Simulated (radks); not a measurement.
Ag XXVI, 22 electrons, occupied as [Ar] 3d4.

Method: Dirac Kohn-Sham, exchange-only PBE, spin-unpolarised, spherical densities, finite nucleus; open shells fill j = l - 1/2 first; Fermi nuclear charge, rms radius 4.5454 fm; computed with a radial shooting solver on a logarithmic mesh with Libxc functionals.

Energy parts (Ry):
part                    energy
total              -9872.80514
kinetic            10371.78827
electron-nucleus  -22223.77320
Hartree             2206.25597
exchange            -227.07618

Orbitals (lengths in bohr, moments of r in powers of bohr; <r^-3> diverges for s and p1/2; r(max) is where P^2 peaks):
orbital  occ.  eigenvalue (Ry)  <1/r>  <r^-3>   r(max)      <r^4>
1s1/2       2        -1936.486  49.43       -  0.02016  4.451e-06
2s1/2       2        -348.5336  11.45       -   0.1139  0.0007670
2p1/2       2        -329.6392  11.41       -  0.08802  0.0004979
2p3/2       4        -316.6423  10.73    3526  0.09224  0.0005721
3s1/2       2        -115.0026  4.293       -   0.3205    0.02754
3p1/2       2        -107.7928  4.220       -   0.3051    0.02555
3p3/2       4        -105.0678  4.052   753.5   0.3136    0.02810
3d3/2       4        -93.22241  3.923   121.6   0.2523    0.02036
3d5/2       0        -92.62594  3.880   114.7   0.2547    0.02095

The highest occupied level is 3d3/2 at -1268.4 eV. The electron density at the nucleus is 1.458e+05 e/bohr^3. Summed over all electrons, <r^2> = 1.648 bohr^2, which gives a Langevin (diamagnetic) susceptibility term of -1.31 x 10^-6 cm^3/mol. The density falls to 0.001 e/bohr^3 at r = 1.02 bohr.
